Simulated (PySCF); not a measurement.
Te (tellurium, neutral) across methods

[Kr] 4d10 5s2 5p3 5d1, high-spin 5D determinant (an excited configuration). Calculation: PySCF 2.14, in aug-cc-pVDZ-PP with ECP28MDF; a scalar-relativistic core potential.

```json
{"method": "r2SCAN0", "E (hartree)": "-267.7801", "mean ε 5s β (eV)": "-16.399", "mean ε 5p α (eV)": "-9.710", "mean ε 5d α (eV)": "0.644", "Σ⟨r²⟩ (bohr²)": "64.88", "⟨S²⟩": "6.001"}
{"method": "PBE0", "E (hartree)": "-267.7165", "mean ε 5s β (eV)": "-16.362", "mean ε 5p α (eV)": "-9.382", "mean ε 5d α (eV)": "0.588", "Σ⟨r²⟩ (bohr²)": "65.01", "⟨S²⟩": "6.001"}
{"method": "M06", "E (hartree)": "-267.7600", "mean ε 5s β (eV)": "-16.944", "mean ε 5p α (eV)": "-8.946", "mean ε 5d α (eV)": "0.773", "Σ⟨r²⟩ (bohr²)": "64.92", "⟨S²⟩": "6.001"}
{"method": "LDA", "E (hartree)": "-267.2974", "mean ε 5s β (eV)": "-15.908", "mean ε 5p α (eV)": "-8.179", "mean ε 5d α (eV)": "1.328", "Σ⟨r²⟩ (bohr²)": "65.17", "⟨S²⟩": "6.001"}
{"method": "TPSS", "E (hartree)": "-267.5987", "mean ε 5s β (eV)": "-15.224", "mean ε 5p α (eV)": "-8.203", "mean ε 5d α (eV)": "1.269", "Σ⟨r²⟩ (bohr²)": "65.06", "⟨S²⟩": "6.001"}
{"method": "r2SCAN", "E (hartree)": "-267.8046", "mean ε 5s β (eV)": "-15.434", "mean ε 5p α (eV)": "-8.581", "mean ε 5d α (eV)": "1.244", "Σ⟨r²⟩ (bohr²)": "64.92", "⟨S²⟩": "6.001"}
{"method": "r2SCANh", "E (hartree)": "-267.7948", "mean ε 5s β (eV)": "-15.820", "mean ε 5p α (eV)": "-9.032", "mean ε 5d α (eV)": "1.005", "Σ⟨r²⟩ (bohr²)": "64.90", "⟨S²⟩": "6.001"}
{"method": "PBE", "E (hartree)": "-267.6972", "mean ε 5s β (eV)": "-15.424", "mean ε 5p α (eV)": "-8.100", "mean ε 5d α (eV)": "1.218", "Σ⟨r²⟩ (bohr²)": "65.15", "⟨S²⟩": "6.001"}
{"method": "UHF", "E (hartree)": "-266.74186", "mean ε 5s β (eV)": "-17.810", "mean ε 5p α (eV)": "-12.517", "mean ε 5d α (eV)": "-0.906", "Σ⟨r²⟩ (bohr²)": "65.59", "⟨S²⟩": "6.003"}
```

Energies and moments cover only the electrons outside the core potential. The outer electron is Rydberg-like, and this basis confines it to a smaller radius and binds it less than a complete one would.

The highest occupied level is positive at r2SCAN0, PBE0, M06, LDA, TPSS, r2SCAN, r2SCANh, PBE: only the finite basis holds that electron, which in a density functional comes from self-interaction.
